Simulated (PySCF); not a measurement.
Bonds (- single, = double, # triple, : aromatic): C1-O2, O2-B3, B3-O4, O4-C5, B3-C6, C6:C7, C7:C8, C8:O9, O9:C10, C10:C6. C1 carries H11, H12, H13; C5 carries H14, H15, H16; C7 carries H17; C8 carries H18; C10 carries H19.

[PySCF 2.14: σ from GIAO-KT3/pcSseg-1; geometry: PBE0-D3(BJ)/def2-SVP; one conformer; non-relativistic; gas phase; rapidly exchanging positions averaged]

Task: List the cross peaks expected in HSQC, COSY and HMBC spectra.

Result: 

HSQC (one-bond C–H):
```csv
δH,δC
7.58 (H19),139.7 (C10)
7.29 (H18),133.8 (C8)
6.74 (H17),111.0 (C7)
3.79 (H11/H12/H13/H14/H15/H16),52.9 (C1/C5)
```

COSY cross peaks (H two or three bonds apart, from the bond graph; peaks can be absent where the dihedral angle is near 90°):
```csv
δH,δH
7.29 (H18),6.74 (H17)
```

HMBC (two and three bonds, from the bond graph):
```csv
δH,δC
7.58 (H19),"133.8 (C8), 111.0 (C7), 109.0 (C6)"
7.29 (H18),"139.7 (C10), 111.0 (C7), 109.0 (C6)"
6.74 (H17),"139.7 (C10), 133.8 (C8), 109.0 (C6)"
```

References, each an isolated molecule treated in the same way: 1H and 13C against TMS.

Short H···H contacts in this conformer between protons four or more bonds apart (candidates for NOE cross peaks, intensity ∝ r⁻⁶): H11···H19 2.39 Å.

A carbon bonded to boron is broadened by the quadrupolar boron nucleus and is often missing from a measured spectrum. Shifts are as computed, not scaled to solution data. Of 1211 compounds with measured shifts, 218 miss one by over three times the rms of a fit or turn the order of signals round; such compounds aren't used in these exercises.
